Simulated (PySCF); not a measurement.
`C[C@H]1C[C@H](Cl)[CH2][GeH2]1`, C5H11ClGe

Molfile (atoms numbered from 1):
```
C5H11ClGe
     RDKit          3D

 18 18  0  0  0  0  0  0  0  0999 V2000
    2.1568   -0.4921    0.0344 C   0  0  0  0  0  0  0  0  0  0  0  0
    0.7907   -0.4941   -0.6365 C   0  0  1  0  0  0  0  0  0  0  0  0
   -0.3088   -0.9909    0.3117 C   0  0  0  0  0  0  0  0  0  0  0  0
   -1.6516   -0.4017   -0.0937 C   0  0  2  0  0  0  0  0  0  0  0  0
   -2.0149   -0.9392   -1.7540 Cl  0  0  0  0  0  0  0  0  0  0  0  0
   -1.5433    1.1098   -0.1441 C   0  0  0  0  0  0  0  0  0  0  0  0
    0.1262    1.3106   -1.1945 Ge  0  0  0  0  0  4  0  0  0  0  0  0
    2.4100   -1.4887    0.3952 H   0  0  0  0  0  0  0  0  0  0  0  0
    2.1677    0.1918    0.8823 H   0  0  0  0  0  0  0  0  0  0  0  0
    2.9250   -0.1757   -0.6684 H   0  0  0  0  0  0  0  0  0  0  0  0
    0.8309   -1.1544   -1.5054 H   0  0  0  0  0  0  0  0  0  0  0  0
   -0.0960   -0.6500    1.3290 H   0  0  0  0  0  0  0  0  0  0  0  0
   -0.3560   -2.0815    0.3251 H   0  0  0  0  0  0  0  0  0  0  0  0
   -2.4649   -0.7610    0.5418 H   0  0  0  0  0  0  0  0  0  0  0  0
   -1.4369    1.5037    0.8676 H   0  0  0  0  0  0  0  0  0  0  0  0
   -2.4316    1.5543   -0.5865 H   0  0  0  0  0  0  0  0  0  0  0  0
   -0.0971    1.5119   -2.6653 H   0  0  0  0  0  0  0  0  0  0  0  0
    0.9850    2.4536   -0.7152 H   0  0  0  0  0  0  0  0  0  0  0  0
  1  2  1  0
  2  3  1  0
  3  4  1  0
  4  5  1  0
  4  6  1  0
  6  7  1  0
  7  2  1  0
  1  8  1  0
  1  9  1  0
  1 10  1  0
  2 11  1  6
  3 12  1  0
  3 13  1  0
  4 14  1  1
  6 15  1  0
  6 16  1  0
  7 17  1  0
  7 18  1  0
M  END
```

Theory: TDDFT wB97X-D/def2-SVPD circular dichroism and optical rotation, one conformer, gas phase (PySCF 2.14.0). Geometry: GFN2-xTB.

The calculation is non-relativistic, which matters for the atoms heavier than Zn.

(1) What are the CIP labels of the stereocentres?

(2) List the lowest 16 singlet excitations with oscillator and rotatory strengths.

Answers

(1) C2 S, C4 S.

(2) Rotatory strengths R in 10⁻⁴⁰ esu² cm², velocity form and length form (origin at the centre of mass); f in length form.
| state | E (eV) | λ (nm) | f | R (velocity) | R (length) | main |
| --- | --- | --- | --- | --- | --- | --- |
| 1 | 7.47 | 166 | 0.022 | +3.2 | +3.4 | HOMO→LUMO+1 0.42, HOMO→LUMO 0.38 |
| 2 | 7.55 | 164 | 0.0004 | +3.3 | +2.4 | HOMO−1→LUMO 0.18, HOMO−1→LUMO+2 0.16 |
| 3 | 7.60 | 163 | 0.009 | +0.7 | +0.8 | HOMO−2→LUMO 0.17, HOMO−2→LUMO+1 0.14 |
| 4 | 7.70 | 161 | 0.036 | -5.5 | -5.8 | HOMO→LUMO+1 0.38, HOMO→LUMO 0.38 |
| 5 | 8.06 | 154 | 0.024 | -61.7 | -60.6 | HOMO→LUMO+2 0.54, HOMO→LUMO+5 0.13 |
| 6 | 8.20 | 151 | 0.041 | -76.4 | -76.0 | HOMO−3→LUMO+1 0.25, HOMO−1→LUMO+1 0.24 |
| 7 | 8.28 | 150 | 0.031 | +102.9 | +102.5 | HOMO−3→LUMO+1 0.14, HOMO→LUMO+2 0.13 |
| 8 | 8.38 | 148 | 0.035 | +28.4 | +28.5 | HOMO−1→LUMO 0.28, HOMO−4→LUMO+1 0.13 |
| 9 | 8.43 | 147 | 0.009 | -11.1 | -10.1 | HOMO−4→LUMO+1 0.22, HOMO−2→LUMO 0.20 |
| 10 | 8.45 | 147 | 0.013 | -13.8 | -15.0 | HOMO→LUMO+4 0.18, HOMO→LUMO+5 0.13 |
| 11 | 8.49 | 146 | 0.183 | -54.6 | -54.7 | HOMO→LUMO+3 0.42, HOMO−3→LUMO+1 0.10 |
| 12 | 8.68 | 143 | 0.119 | -34.1 | -34.1 | HOMO−3→LUMO 0.60 |
| 13 | 8.78 | 141 | 0.034 | +12.3 | +13.0 | HOMO−4→LUMO 0.19, HOMO−3→LUMO+2 0.12 |
| 14 | 8.81 | 141 | 0.070 | +3.4 | +3.5 | HOMO−4→LUMO 0.20, HOMO→LUMO+6 0.16 |
| 15 | 8.88 | 140 | 0.013 | -10.5 | -10.1 | HOMO−1→LUMO+2 0.12, HOMO−1→LUMO+5 0.12 |
| 16 | 8.98 | 138 | 0.006 | -3.3 | -3.1 | HOMO→LUMO+6 0.20, HOMO→LUMO+5 0.16 |

Among the states computed, the strongest CD band (largest |R|) is state 7. The largest dissymmetry factor in size, g = 4R/(D+G), with D and G the electric and magnetic dipole strengths, is +0.049 for state 2 (velocity form, f = 0.0008), among bands with |R| over 0.5. The mirror image has the same energies and oscillator strengths and all R with the opposite sign.
